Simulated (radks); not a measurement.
Results of a calculation; reference values are marked as such.
Task: Pm36+, configuration [Ar] 3d7 (the NIST ground configuration). Level of theory: scalar-relativistic Kohn-Sham, PBE, spin-unpolarised, spherical densities, point nucleus (a radial shooting solver on a logarithmic mesh with Libxc functionals). Some entries of the table are withheld. Estimate them.

orbital  occ.  eigenvalue (eV)  <1/r> (bohr^-1)
1s          2        -46693.15            67.44
2s          2              (1)            15.66
2p          6        -8172.534              (2)
3s          2              (3)            5.947
3p          6        -2822.140            5.639
3d          7              (4)              (5)

Result: 
(1) 2s eigenvalue (eV): -8947.627
(2) 2p <1/r> (bohr^-1): 14.72
(3) 3s eigenvalue (eV): -3065.412
(4) 3d eigenvalue (eV): -2512.168
(5) 3d <1/r> (bohr^-1): 5.374
